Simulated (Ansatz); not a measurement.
Ideal-gas functions of CH6SeSn, SMILES `[CH3][SnH2][SeH]` at 800 K and 1 bar, from an Ansatz frequency run at PBE0-D4/def2-TZVP.

Molar mass 215.73 g/mol, point group C1 (symmetry number 1), electronic degeneracy 1, moments of inertia 63.285, 371.49, 420.239 u Å². Harmonic wavenumbers (cm⁻¹, unscaled): 90, 96, 117, 240, 339, 476, 535, 576, 652, 708, 777, 795, 1225, 1449, 1452, 1930, 1946, 2441, 3068, 3164, 3173.

Use S(trans) = R[1.5 ln M + 2.5 ln T − 1.1517]; rotational temperatures θ = 24.2544 K / I; S(rot) = R[ln(√π/σ · √(T³/θAθBθC)) + 1.5]; for each mode x = 1.438777 ν̃/T, S = R[x/(eˣ − 1) − ln(1 − e⁻ˣ)] and H = RT x/(eˣ − 1); 1 cm⁻¹ = 0.0119627 kJ/mol; R = 8.31446 J/(mol·K).

Task: By hand: the entropy, in J/(mol·K).

Result: Translation 196.4. Rotation: θ = 0.3833, 0.0653, 0.0577 K, giving 127.8. Vibration, mode by mode: 23.46, 22.93, 21.29, 15.36, 12.56, 9.86, 8.95, 8.38, 7.45, 6.85, 6.18, 6.02, 3.25, 2.36, 2.35, 1.19, 1.16, 0.56, 0.22, 0.19, 0.19, in all 160.8. Electronic 0.0. Sum 485.0 J/(mol·K).

Task: By hand: H − E and G − E in kJ/mol, counted from the electronic energy.

Result: Zero-point energy ½ × 25249 × 0.0119627 = 151.0; thermal vibration 59.9; translation, rotation and pV give 4 RT = 26.6. H − E = 237.5 kJ/mol, and G − E = 237.5 − 800 × 485.0/1000 = -150.5 kJ/mol.

Vibration gives 33 % of the entropy, 67.7 J/(mol·K) of it from the modes under 150 cm⁻¹: soft modes count most, and the harmonic formula is weakest for them. The sum counts one conformer and one mirror image; others add a mixing term.
